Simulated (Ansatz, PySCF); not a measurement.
Conformers of C4H4BrF (SMILES FC=C=CCBr), B3LYP-D3(BJ)/def2-TZVP minima from an xTB search, which can miss the lowest.
Conformer 1 (charge 0, multiplicity 1):
```xyz
10

F     -3.01003     0.62475     0.20227
C     -2.07900    -0.20795    -0.32196
C     -0.86562    -0.27031     0.13489
C      0.36536    -0.35489     0.55479
C      1.46656     0.49558     0.02800
Br     2.81338    -0.62234    -0.90971
H     -2.46464    -0.79879    -1.14221
H      0.62856    -1.06923     1.33023
H      2.02529     0.98201     0.82251
H      1.12016     1.22118    -0.69880
```

Cores are frozen in the correlated methods. Filled d and f shells under p-block atoms count as core. CBS: X⁻³ extrapolation of the correlation energy, Hartree–Fock from the larger set. MP2 and its Hartree–Fock in cc-pVQZ are density fitted. Rows in 6-31G* carry no dispersion term and start afresh at each structure (6-31G* with six Cartesian d functions); the Pople sets are all-electron and without relativity.

Programs: Ansatz (a first-principles code) with Gaussian orbitals; PySCF for 6-31G* rows. Each number belongs to the level named beside it.

Electronic energies of 3 conformers above conformer 1 (kcal/mol):

```
level                                         conformer 1  conformer 2  conformer 3
--------------------------------------------  -----------  -----------  -----------
PBE/def2-TZVPP                                       0.00         0.25         2.10
B3LYP/6-31G*                                         0.00         0.32         2.57
wB97M-V/def2-TZVPP                                   0.00         0.25         1.28
MP2/CBS(cc-pVTZ, cc-pVQZ) + ΔCCSD(T)/cc-pVTZ         0.00         0.26         1.37
```

### Question
Give Boltzmann populations at 298.15 K for each level, counting each conformer once and leaving out zero-point, thermal and symmetry terms.

### Answer

Weights exp(−E/RT) with RT = 0.5925 kcal/mol, divided by their sum:
- PBE/def2-TZVPP: 59 %, 39 %, 2 %
- B3LYP/6-31G*: 63 %, 36 %, 1 %
- wB97M-V/def2-TZVPP: 57 %, 37 %, 6 %
- MP2/CBS(cc-pVTZ, cc-pVQZ) + ΔCCSD(T)/cc-pVTZ: 57 %, 37 %, 6 %
The share of conformer 1 runs from 57 to 63 % over these levels.
